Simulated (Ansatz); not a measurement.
`B[SiH](N)P` and `B[SiH](N)[SiH2]F` differ in one atom or group.

Ansatz, PBE0-D4/def2-TZVP geometries, multiplicity 1. Each molecule was computed in one conformer, which needn't be the lowest.

| property | `B[SiH](N)P` |
| --- | --- |
| HOMO–LUMO gap (PBE0/def2-TZVPP) / eV | 6.03 |
| HOMO energy (PBE0/def2-TZVPP) / eV | -6.63 |
| LUMO energy (PBE/def2-TZVPP) / eV | -1.50 |
| LUMO energy (ωB97M-V/def2-TZVPP) / eV | 1.21 |
| size of the dipole moment (ωB97M-V/def2-TZVPP) / D | 1.80 |
| LUMO energy (PBE0/def2-TZVPP) / eV | -0.60 |

Give the same properties after the change, and the shifts. (Estimate.)

The calculation gave: 
```
                                          property  `B[SiH](N)[SiH2]F`  shift
              HOMO–LUMO gap (PBE0/def2-TZVPP) / eV                4.79  -1.24
                HOMO energy (PBE0/def2-TZVPP) / eV               -7.26  -0.63
                 LUMO energy (PBE/def2-TZVPP) / eV               -3.40  -1.90
             LUMO energy (ωB97M-V/def2-TZVPP) / eV               -0.55  -1.76
size of the dipole moment (ωB97M-V/def2-TZVPP) / D                2.36   0.56
                LUMO energy (PBE0/def2-TZVPP) / eV               -2.46  -1.86
```

With PBE0 the HOMO falls by 0.63 eV and the LUMO falls by 1.86 eV, so the gap narrows by about 1.23 eV. PBE moves the HOMO by -0.37 eV and ωB97M-V by -0.81 eV. Dipoles are sizes alone; their direction can turn.
